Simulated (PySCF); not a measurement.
NICS in isomers of C9H11OP.

NICS = −σ at a ghost point: NICS(0) at the centroid of the ring atoms, NICS(1) 1 Å to either side along the normal of their mean plane, zz for the tensor component along that normal. Level: GIAO PBE0/pcSseg-1 (PySCF, non-relativistic, gas phase) on the GFN2-xTB geometries, one conformer each. Atom numbers follow the mapped SMILES.

Task: Order these rings by mean NICS(1)zz, lowest (most negative) first (ppm).
A. ring C3–C4–C6–C7–P8 in `[CH2:1]=[CH:2][C:3]1=[C:4]([CH3:5])[CH:6]=[CH:7][P@:8]1(=[O:9])[CH:10]=[CH2:11]`
B. ring C6–C7–C8–C9–C10–C11 in `[CH3:1][P@@:2]1(=[O:3])[CH2:4][CH2:5][c:6]2[cH:7][cH:8][cH:9][cH:10][c:11]21`
C. ring C2–C3–C4–C7–P9–C10 in `[CH3:1][c:2]1[cH:3][c:4]([CH:5]=[O:6])[c:7]([CH3:8])[p:9][c:10]1[CH3:11]`
D. ring C7–C8–C9–C10–O11 in `[CH:1]#[C:2][CH2:3][P:4]([CH2:5][CH3:6])[c:7]1[cH:8][cH:9][cH:10][o:11]1`
E. ring C9–C10–C11 in `[CH:1]#[C:2][CH2:3][P@@:4](=[O:5])([C:6]#[C:7][CH3:8])[CH:9]1[CH2:10][CH2:11]1`

Result: B (-28.0), D (-26.1), E (-24.2), C (-22.8), A (1.7).

```tsv
SMILES	ring	NICS(0)	NICS(1)	NICS(1)zz	HOMA	rms pucker (Å)	ring atoms with four or more neighbours
C[P@@]1(=O)CCc2ccccc21	6-membered carbocycle; formal bonds all aromatic	-8.5	-11.4	-28.0	1.00	0.00	0
C#CCP(CC)c1ccco1	5-membered ring with O; formal bonds all aromatic	-11.2	-10.3	-26.1	0.48	0.00	0
C#CC[P@@](=O)(C#CC)C1CC1	3-membered carbocycle; formal bonds all single	-45.3	-9.2	-24.2	–	0.00	3
Cc1cc(C=O)c(C)pc1C	6-membered ring with P; formal bonds all aromatic	-6.6	-10.0	-22.8	0.91	0.00	0
C=CC1=C(C)C=C[P@]1(=O)C=C	5-membered ring with P; formal bonds 2 double, 3 single	0.5	-2.2	1.7	–	0.01	1
```

NICS(0) gives another order. The isotropic NICS(1) gives another order. HOMA uses Krygowski's 1993 parameters; it is left out where a ring has a four-coordinate atom, a triple bond, no multiple bond or a kind of bond without parameters. NICS(1) and NICS(1)zz are means over the two faces.
